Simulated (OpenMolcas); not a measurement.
**Ions of charge +2 along the 3d row on the Zn site of KZnF3**

* Program: OpenMolcas
* Method: SS-CASPT2, IPEA 0.25 Eh, imaginary shift 0.1 Eh
* Spin-orbit coupling: RASSI with atomic mean-field integrals over the reference wave functions

The d shell is active; CASPT2 correlates the ligand valence shells and the outer metal core. Each dopant is a cluster with its nearest anions in model potentials and point charges, with no relaxation. Distances were set from a Shannon-type radius of the metal (high-spin where two are listed) plus a fixed donor radius (F 1.31 Å), in hosts weighted 0.65 to 0.35 with the host's distance in the model lattice. Ligand basis ANO-RCC-VDZP, DKH2 Hamiltonian. States (labels of O, the rotations of Oh). Energies in cm-1 above the lowest state or level, χT in cm3 K/mol; under a threefold ground state the first gap can be a small split of the lowest multiplet, not the spin-orbit step; 10Dq and B are least-squares fits to the states below 45000 cm-1, weighted by degeneracy, with a free offset, and given where the rms deviation is under 5 % of |10Dq| (or 100 cm-1) and under 700 cm-1. Spin-only χT is S(S+1) / 2 for the spin of the ground state.

```tsv
Ion	Shell	R (Å)	Metal basis	Ground state	First state of that spin	10Dq	B (rms of fit)	First gap with spin-orbit (degeneracies)	χT at 300 K	First state of another spin	Spin-only χT
Ti2+	3d2	2.12	ANO-RCC-VTZP	3T1	3T2 12310	13920	691 (279)	2 (2, 3)	1.090	1T2 9190	1.000
V2+	3d3	2.074	ANO-RCC-VTZP	4A2	4T2 12140			12070 (4, 2)	1.857	2E 13190	1.875
Fe2+	3d6	2.068	ANO-RCC-VTZP	5T2	5E 9410			190 (3, 2)	4.071	3T1 14200	3.000
Co2+	3d7	2.045	ANO-RCC-VTZP	4T1	4T2 7650			370 (2, 4)	3.545	2E 12600	1.875
Ni2+	3d8	2.009	ANO-RCC-VTZP	3A2	3T2 8480			8160 (3, 2)	1.361	1E 14360	1.000
Cu2+	3d9	2.035	ANO-RCC-VTZP	2E	2T2 7190	7186		6510 (4, 2)	0.578		0.375
```

Every ion keeps the highest spin of its shell. χT departs most from the spin-only value for Co2+, by +1.670 cm3 K/mol.

Roots that are degenerate in the reference are averaged as groups; the widest CASPT2 spread within a group is 230 cm-1 (the 3-fold group of multiplicity 1 near 21800 cm-1 above the lowest state of its run, Ni2+). Shifts and gaps below about the spread of the groups concerned are not significant. Over all roots computed the reference weight is 0.74 to 0.75 in Ti2+, 0.74 to 0.75 in V2+, 0.73 to 0.74 in Fe2+, 0.73 to 0.74 in Co2+, 0.72 to 0.74 in Ni2+, 0.73 in Cu2+; a low but even weight reflects the number of correlated electrons. Ligand-to-metal charge-transfer states are missing. Free-ion shares, where given, are those of the reference states; single-state CASPT2 does not remix them. An orbital triplet at a regular site is open to Jahn-Teller coupling, which can distort the site and quench the lowest spin-orbit gaps and is left out (holds for Ti2+; Fe2+; Co2+). With no ligand orbital active B as a rule stays too high, so bands that hang on it stand too high and its fall with covalency is understated (holds for Ti2+; V2+). With one d shell and no ligand orbital active, 10Dq can be off by tens of per cent for divalent 3d ions, low with halides held by bare charges and at times high in hosts (holds for Ti2+; V2+; Fe2+; Co2+). These CASPT2 states fit no ligand-field parameters well, so their order and spin gaps are uncertain (holds for V2+; Fe2+; Co2+; Ni2+). A single d shell leaves out the double-shell effect, which counts most for late 3d ions, where the CASPT2 field can be off either way by tens of per cent (holds for Fe2+; Co2+; Ni2+; Cu2+). For late 3d ions with one d shell CASPT2 can put B and the spin-flip bands somewhat low as well as high (holds for Fe2+; Co2+; Ni2+). With one d shell and no ligand orbital active, 10Dq can be off by tens of per cent for divalent 3d ions, low with halides held by bare charges and at times high in hosts, and the orbital part of g and χT goes as 1/10Dq (holds for Ni2+; Cu2+). An orbital doublet at a regular site is open to a Jahn-Teller distortion, which this geometry leaves out (holds for Cu2+). No measured value stands beside these numbers; the geometry was set by hand and not optimised.
